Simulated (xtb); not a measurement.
Be(Me)2 (C2H6Be), SMILES [CH3][Be][CH3]. All values are semi-empirical tight-binding results from xtb (GFN2-xTB unless named), good for trends rather than for accurate numbers. Coordinates come from a GFN2-xTB optimisation. The isomer is the one that the SMILES or the coordinates give; other isomers of the formula were not compared.

For metal compounds this method's bond lengths and energies can be far off.

```json
{
  "point_group_as_xtb_finds_it": "D3d",
  "orbital_gap": "5.31 eV",
  "zero_point_energy": "43.7 kcal/mol",
  "G − E(el) at 298.15 K (modified RRHO)": "27.4 kcal/mol"
}
```

Computed IR lines (harmonic; lines under 4 % of the strongest left out, lines within 3 cm⁻¹ merged):
ν (cm⁻¹): 590 (vs), 963 (m), 1393 (w), 2970 (m), 2973 (m), 3005 (w) (against the strongest line: vs over 80 %, s over 45 %, m over 15 %, w over 4 %, vw less)
